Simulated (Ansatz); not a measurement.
An input meant for cyclo-(Cl2GeSe)3 (Ge3Se3Cl6) (charge 0, singlet).

```yaml
crystal:
  periodic: [false, false, false]
  atoms:
    - {symbol: Ge, position_ang: [0.225571, 2.235392, -0.198084]}
    - {symbol: Cl, position_ang: [0.638114, 4.224923, -0.474306]}
    - {symbol: Cl, position_ang: [-1.954701, 2.155302, 0.679091]}
    - {symbol: Se, position_ang: [1.757136, 1.147582, 1.415438]}
    - {symbol: Ge, position_ang: [0.696437, -0.837794, 1.644313]}
    - {symbol: Cl, position_ang: [2.152045, -2.084365, 2.994823]}
    - {symbol: Cl, position_ang: [-1.045254, -1.136848, 2.479357]}
    - {symbol: Se, position_ang: [0.953045, -2.447844, -0.300663]}
    - {symbol: Ge, position_ang: [-0.604233, -1.210199, -1.673287]}
    - {symbol: Cl, position_ang: [-0.312414, -2.139453, -3.693996]}
    - {symbol: Cl, position_ang: [-2.475727, -1.010065, -1.000910]}
    - {symbol: Se, position_ang: [0.080444, 1.338266, -2.090614]}
basis:
  gaussian: {orbitals: aug-cc-pVDZ}
hamiltonian: {xc: {name: HF}}
scf: {lower_state_search: light}
relax: {f_tol: 0.001, max_steps: 2}
```

```sh
$ ansatz run in.yaml --threads 2 --pin off --events-out ev --progress --plain --max-ram 32768MiB --backend cuda --devices 0, --max-vram 18GiB
```

Output, abridged:

```
Functional definition: HF
4350 factors; integrals over basis functions are off by at most 2.7e-4 eV
mean field evaluation 1: about -440352.7476 eV, gradient 3.8e1 eV
mean field evaluation 2: about -440352.7508 eV, gradient 3.8e1 eV
mean field evaluation 4: about -440357.6481 eV, gradient 4.1e0 eV
mean field evaluation 8: about -440357.7573 eV, gradient 2.8e-4 eV
mean field -440357.75725082 eV, -16182.8490937593 hartree, gradient 2.3e-5 eV, S^2 0.000000; 0 other end points of the search recorded, 0 dependent functions left out
reference -440357.75725082 eV, -16182.8490937593 hartree; 150, 150 occupied and 228, 228 virtual orbitals, 4350 factors
relax step   1: F+E_penalty+E_count = -440357.75725082 eV  Δ(F+E_penalty+E_count) = +0.000e0 eV  max|allowed force component| = 5.393e0 eV/Å  Δτ_max = 0.0000 Å  (34 SCF iters, accepted)
4350 factors; integrals over basis functions are off by at most 2.7e-4 eV
mean field evaluation 16: about -440360.1741 eV, gradient 1.6e-5 eV
mean field -440360.17413360 eV, -16182.9379125631 hartree, gradient 1.6e-5 eV, S^2 0.000000; 0 other end points of the search recorded, 0 dependent functions left out
reference -440360.17413360 eV, -16182.9379125631 hartree; 150, 150 occupied and 228, 228 virtual orbitals, 4350 factors
relax step   2: F+E_penalty+E_count = -440360.17413360 eV  Δ(F+E_penalty+E_count) = -2.417e0 eV  max|allowed force component| = 1.152e0 eV/Å  Δτ_max = 0.1944 Å  (31 SCF iters, accepted)
Error: geometry relaxation did not converge after 2 steps: max|allowed force component| = 1.15e0 eV/Å (threshold 1.0e-3). Raise `relax.max_steps` over both its present limit and 2, loosen `relax.f_tol`, or start from a geometry closer to equilibrium. Where this run's directory can be resumed (`checkpoint.write`), a resume goes on for up to `relax.max_steps` more
```

Problem. What is wrong with this run?

Solution. The relaxation is allowed too few steps for its threshold. The SCF steps converged, but the relaxation ran out of steps.
